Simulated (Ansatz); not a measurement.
Ansatz (a program for electronic structure) input:
A basis named .json is the Basis Set Exchange file of that set.

Ansatz 0.2 input:
```yaml
crystal:
  periodic: [false, false, false]
  atoms:
    - {symbol: Si, position_ang: [0.01566101, -0.00012646, 0.01097201]}
    - {symbol: F, position_ang: [-0.21614484, -1.07209837, -1.12533407]}
    - {symbol: F, position_ang: [-0.66972982, -0.53406663, 1.32244893]}
    - {symbol: F, position_ang: [-0.70624062, 1.34363363, -0.39794863]}
    - {symbol: N, position_ang: [1.69761080, 0.25196705, 0.30699959]}
    - {symbol: H, position_ang: [2.22650780, 0.60078335, -0.49510129]}
basis:
  gaussian:
    orbitals: cc-pV_T+d_Z.json
hamiltonian:
  xc: pbe
magnetization: {spin_polarized: true, initial_magnetization: 1}
correlation: {method: rpa, electrons: outside_noble_gas}
```

Problem. Predict the final energy.

Solution. -644.14310 Eh (RPA@PBE/cc-pV(T+d)Z). The basis has 173 functions.

It need not be the lowest isomer of its formula.
